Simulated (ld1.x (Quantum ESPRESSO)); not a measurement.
## Varying the TM potential for Ir

Base potential:

iridium, norm-conserving Troullier–Martins (Kleinman–Bylander form), made with ld1.x (Quantum ESPRESSO) 7.5 (PBE, scalar-relativistic). Core [Kr] 4d10, reference 4f14 5s2 5p6 5d7 6s2 6p0. Waves: 5s (bound): rc 1.60 bohr; 5p (bound): rc 1.50 bohr; 5d (bound): rc 1.95 bohr; 4f (bound): rc 0.55 bohr. Local part: the f channel. Core correction: Bessel-smoothed model core inside 0.55 bohr.

Occupied shells without a wave of their own: 6s. They enter only through the test configuration that unscreens the potential, and ld1.x also counts them in the model core charge.

Cutoffs, loose and tight: the cutoffs (Ry, on a coarse ladder) from which the occupation-weighted sum of valence levels, in a spherical-Bessel basis at the reference potential, stays within 10 and 1 mRy of its value at 400 Ry. They do not see the model core or the augmentation charge, which bear on the density cutoff. Test errors are all-electron minus pseudo excitation energies from the reference, over the configurations 4f14 5s2 5p6 5d7 6s1 6p0; 4f14 5s2 5p6 5d7 6s0 6p0; 4f14 5s2 5p6 5d6 6s0 6p0; 4f14 5s2 5p6 5d7 6s1 6p1; 4f14 5s2 5p5 5d7 6s2 6p0; 4f14 5s2 5p6 5d7 6s0 6p2; 4f13 5s2 5p6 5d8 6s1 6p0. A dash means not determined; rows that change the core or the reference have their own tests. The largest error is taken over the tests solved by every variant that gives reliable tests at all: 4f14 5s2 5p5 5d7 6s2 6p0; 4f14 5s2 5p6 5d6 6s0 6p0; 4f14 5s2 5p6 5d7 6s0 6p0; 4f14 5s2 5p6 5d7 6s1 6p0.

With those shells counted twice in exchange and correlation these files are broken, and their errors move erratically; no question is asked of them.

A true bound ghost makes a file unfit for plane-wave use even where its test errors are small: the radial tests pick states by their node count and pass the ghost by. Where a test does run into it, the solver fails or the error is huge.

Cutoffs are not given where the Bessel-basis levels miss the radial ones by over 6 mRy, ghosts where they miss by over 20 mRy; a channel whose overlap is not positive is not tested.

```tsv
change	outcome	bound ghosts	largest test error (meV)
base	generated, misses its reference levels by 0.51 eV	p, d	-2663
wave 5s (bound): rc 1.60 bohr becomes 5s (bound): rc 1.02 bohr	generated	s, p, d	-962
wave 5s (bound): rc 1.60 bohr becomes 5s (bound): rc 1.16 bohr	generated	s, p, d	-1040
wave 5s (bound): rc 1.60 bohr becomes 5s (bound): rc 1.38 bohr	generated, misses its reference levels by 0.22 eV	p, d	-1556
wave 5s (bound): rc 1.60 bohr becomes 5s (bound): rc 1.48 bohr	generated, misses its reference levels by 0.30 eV	p, d	-1845
wave 5s (bound): rc 1.60 bohr becomes 5s (bound): rc 1.78 bohr	generated, misses its reference levels by 0.80 eV	p, d	-3800
wave 5s (bound): rc 1.60 bohr becomes 5s (bound): rc 1.96 bohr	generated, misses its reference levels by 1.16 eV	p, d	-5138
wave 5s (bound): rc 1.60 bohr becomes 5s (bound): rc 2.14 bohr	generated, misses its reference levels by 1.42 eV	p, d	-6117
wave 5s (bound): rc 1.60 bohr becomes 5s (bound): rc 2.22 bohr	generated, misses its reference levels by 1.57 eV	p, d	-6677
wave 5s (bound): rc 1.60 bohr becomes 5s (bound): rc 2.44 bohr	generated, misses its reference levels by 1.74 eV	p, d	-7260
```

Reading the sweep of the s radius (base included, trends over the rows without a ghost): Bound ghosts are found at 1.02, 1.16, 1.38, 1.48, 1.6, 1.78, 1.96, 2.14, 2.22, 2.44 bohr. Every judged row has one, so this setting neither creates nor removes them.
